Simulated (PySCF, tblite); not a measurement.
Compound: C₉H₁₄P (charge +1).
SMILES with atom numbers: `[CH:1]1=[CH:2][P@@H+:3]([C:4]2=[CH:5][CH2:6][CH2:7][CH2:8]2)[CH2:9][CH2:10]1` (hydrogens: H11 on C1; H12 on C2; H13 on P3; H14 on C5; H15, H16 on C6; H17, H18 on C7; H19, H20 on C8; H21, H22 on C9; H23, H24 on C10)

Computed geometry: GFN2-xTB, gas phase.

**Question.** What internal coordinates does the optimisation give?

**Answer.** 
```
   bond  length (pm)   order
  C1=C2        133.4  double
  C2–P3        178.6  single
  P3–C4        177.7  single
  C4=C5        133.6  double
  C5–C6        148.6  single
  C6–C7        154.1  single
  C7–C8        154.1  single
  P3–C9        182.9  single
 C9–C10        154.3  single
 C1–C10        149.0  single
  C4–C8        150.8  single
 C1–H11        107.9  single
 C2–H12        107.7  single
 P3–H13        138.3  single
 C5–H14        107.7  single
 C6–H15        109.0  single
 C6–H16        109.3  single
 C7–H17        108.9  single
 C7–H18        108.7  single
 C8–H19        109.1  single
 C8–H20        109.3  single
 C9–H21        109.3  single
 C9–H22        109.1  single
C10–H23        109.1  single
C10–H24        109.3  single
```

Orders are formal, as drawn. A selection of angles:
```
    angle  degrees
C2–C1–C10    118.4
 C1–C2–P3    110.6
 C2–P3–C4    116.1
 C2–P3–C9     94.6
 C4–P3–C9    116.0
 P3–C4–C5    125.6
 P3–C4–C8    121.8
 C5–C4–C8    112.7
 C4–C5–C6    111.5
 C5–C6–C7    104.5
 C6–C7–C8    106.0
 C4–C8–C7    102.9
P3–C9–C10    105.9
C1–C10–C9    109.3
```

Dihedral angles: C10–C1–C2–P3 -1° (synperiplanar); C1–C2–P3–C4 -128° (anticlinal); C2–P3–C4–C5 -130° (anticlinal); P3–C4–C5–C6 -179° (antiperiplanar); C4–C5–C6–C7 -10° (synperiplanar); C5–C6–C7–C8 15° (synperiplanar); C6–C7–C8–C4 -15° (synperiplanar); C2–P3–C9–C10 10° (synperiplanar); P3–C9–C10–C1 -11° (synperiplanar); C2–C1–C10–C9 8° (synperiplanar); P3–C4–C8–C7 -171° (antiperiplanar).

C4 (fully substituted alkene carbon) is planar (angles 125.6°, 121.8° and 112.7°, sum 360.0°, 0.01 Å off the plane of its three neighbours). C1 (alkene CH carbon) is planar (angles 123.0°, 118.7° and 118.4°, sum 360.0°, 0.01 Å off the plane of its three neighbours). The 5-membered ring C4–C5–C6–C7–C8 has internal angles of 102.9° to 112.7°; it is puckered, 0.07 Å rms from its mean plane, widest ring torsion 15°. The 5-membered ring C1–C2–P3–C9–C10 has internal angles of 94.6° to 118.4° (sum 539°, against 540° for a flat polygon); it is slightly puckered (a soft mode that the optimisation may not have finished), 0.05 Å rms from its mean plane, widest ring torsion 11°. The 3 C–P bonds span 1.777 Å (P3–C4, drawn single) to 1.829 Å (P3–C9, drawn single), a spread of 0.052 Å. P3 (phosphonium phosphorus) has angles from 94.6° to 116.1°. C2 (alkene CH carbon) is planar (angles 126.2°, 123.2° and 110.6°, sum 360.0°, 0.00 Å off the plane of its three neighbours).

Point group: C1 (no symmetry element, even within 0.4 Å). Its GFN2-xTB frequencies are all real (lowest 41 cm⁻¹).

One conformer stands for the species.
